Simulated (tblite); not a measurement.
C6H12N2.
Numbering: `[CH2:1]=[CH:2]/[C:3]([CH3:4])=[N:5]\[NH:6][CH2:7][CH3:8]` (hydrogens: H9, H10 on C1; H11 on C2; H12, H13, H14 on C4; H15 on N6; H16, H17 on C7; H18, H19, H20 on C8)

Computed with GFN2-xTB (tblite), gas phase: L-BFGS steps from a force-field or distance-geometry start until the largest atomic force falls under 0.01 eV/Å.

Geometry at step 4:
```
atom  x, y, z in Å
C1     -3.0672   -0.2024    1.0916
C2     -1.7487   -0.1494    0.9470
C3     -1.0456    0.3698   -0.2194
C4     -1.7788    1.3072   -1.1358
N5      0.1667    0.0844   -0.5364
N6      0.8870   -0.7965    0.1519
C7      2.2549   -1.0679   -0.2193
C8      3.1575    0.1551   -0.0304
H9     -3.7394    0.0978    0.3104
H10    -3.5330   -0.5692    1.9910
H11    -1.1340   -0.4726    1.7795
H12    -2.3784    2.0109   -0.5648
H13    -2.4473    0.7481   -1.7888
H14    -1.0855    1.8622   -1.7591
H15     0.4167   -1.4512    0.7616
H16     2.3059   -1.4116   -1.2608
H17     2.6183   -1.8768    0.4244
H18     3.1198    0.4986    1.0013
H19     4.1889   -0.0949   -0.2725
H20     2.8370    0.9690   -0.6745
```

Task: What forces act on the atoms?

Result: 
| atom | Fx (eV/Å) | Fy (eV/Å) | Fz (eV/Å) |
| --- | --- | --- | --- |
| C1 | -0.164 | -0.004 | 0.008 |
| C2 | 0.012 | -0.027 | 0.015 |
| C3 | 0.085 | -0.037 | -0.066 |
| C4 | -0.030 | 0.025 | -0.003 |
| N5 | 0.063 | 0.112 | 0.004 |
| N6 | 0.058 | 0.032 | 0.072 |
| C7 | 0.040 | 0.005 | 0.008 |
| C8 | -0.035 | 0.005 | -0.026 |
| H9 | -0.070 | 0.034 | -0.098 |
| H10 | 0.050 | 0.015 | 0.038 |
| H11 | 0.095 | -0.049 | -0.034 |
| H12 | -0.014 | 0.027 | 0.065 |
| H13 | -0.029 | -0.042 | -0.021 |
| H14 | 0.120 | -0.073 | 0.010 |
| H15 | 0.064 | -0.029 | 0.157 |
| H16 | 0.036 | 0.073 | -0.034 |
| H17 | -0.111 | 0.039 | -0.064 |
| H18 | -0.034 | -0.028 | -0.012 |
| H19 | -0.069 | -0.038 | -0.014 |
| H20 | -0.067 | -0.041 | -0.003 |

The largest, 0.17 eV/Å, acts on H15; the rms over all components is 0.058 eV/Å. The forces sum to zero within rounding, as they must for an isolated molecule in no field.

Task: Give the force on H15 in Eh/bohr and in nN.

Result: 0.172 eV/Å ÷ 51.422 = 0.00334 Eh/bohr, and 0.172 eV/Å × 1.602 = 0.28 nN.

Task: How far is this geometry from the end of the optimisation?

Result: 0.142 eV above it, and 0.486 Å rms away after alignment. The bonds farthest from their final lengths, with half the difference of the two atoms' forces along the bond (positive lengthens):

| bond | now (Å) | final (Å) | force along bond (eV/Å) |
| --- | --- | --- | --- |
| N6–H15 | 1.011 | 1.019 | +0.04 |
| C7–H16 | 1.098 | 1.091 | +0.01 |
| C2–C3 | 1.458 | 1.453 | +0.05 |
| C1=C2 | 1.327 | 1.331 | +0.09 |
| C7–C8 | 1.532 | 1.529 | -0.02 |
| C4–H12 | 1.087 | 1.089 | +0.01 |

The angle farthest from its final value is N5–N6–C7, 120.3° against 115.7°.

Hardware: an Arm Neoverse V2 with one thread, shared host.
